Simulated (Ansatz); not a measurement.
`NC[TeH]` + `BS[C]1=[CH][AlH]1` → `[TeH][C]1=[CH][AlH]1` + `BSCN`  (redistribution)

Calculated with Ansatz (gas phase, PBE0-D4/def2-TZVP geometries, no zero-point term in ΔE). CBS: MP2 limit from def2 TZ/QZ plus the TZ coupled-cluster correction, frozen cores. DFT in def2-TZVPP. def2 core potentials past Kr. For Te outer-core shells are correlated without core-valence functions, which leaves a few kJ/mol of doubt a bond. One conformer a species, not always the lowest.

Task: Is it downhill or uphill in electronic energy at CCSD(T)/CBS, and by how much? (Estimate.)

Result: The calculation gave: Downhill: ΔE = -3.2 kJ/mol.

Task: What do these levels give: BLYP-D4, r2SCANh-D4, BHLYP-D4, r2SCAN0, MP2/def2-TZVPP, MP2/CBS(def2)? (An estimate is asked.)

Result: Computed: BLYP-D4 -1.2, r2SCANh-D4 -3.6, BHLYP-D4 -1.7, r2SCAN0 -3.1, MP2/def2-TZVPP -4.3, MP2/CBS(def2) -3.2 kJ/mol.

Largest T1 diagnostic among the species: 0.016.

Leaving LDA and LC-ωPBE aside and taking each functional with its dispersion term where it has one, the values, not all of them listed here, spread over 3.1 kJ/mol, from B97M-V to B3LYP-D4. At CCSD(T), def2-SVP lies −3.4 kJ/mol from the extrapolated value and def2-TZVPP −1.1 kJ/mol.

B3LYP here is the variant with VWN-RPA as its local correlation; programs differ in this.
